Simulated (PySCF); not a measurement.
# Working out the excitation energy of Pt

Pt [Xe] 4f14 5d9 6s1 (3D) → Pt [Xe] 4f14 5d8 6s2 (3F). Computed with PySCF 2.14 in def2-TZVPPD with the def2 core potential (60 electrons), with a scalar-relativistic core potential. Frozen: 5s2 5p6. Energies in hartree (1 hartree = 27.21139 eV):

| part | Pt (lower) | Pt (upper) |
| --- | --- | --- |
| UHF | -118.399841 | -118.387287 |
| CCSD correlation | -0.286802 | -0.279707 |
| (T) | -0.011726 | -0.011068 |

Problem. What does Hartree-Fock give?

Solution. (-118.387287) − (-118.399841) = 0.012554 hartree = 0.342 eV.

Problem. What do CCSD and CCSD(T) give?

Solution. The CCSD correlation energies differ by 0.007095 hartree = 0.193 eV and the triples by 0.000658 hartree = 0.018 eV, so CCSD gives 0.535 eV and CCSD(T) 0.553 eV.

Measured between the centres of the two terms (NIST): 0.397 eV, so CCSD(T) (valence) is off by 0.156 eV.

What remains against the reference includes basis incompleteness, the frozen core and higher excitations.
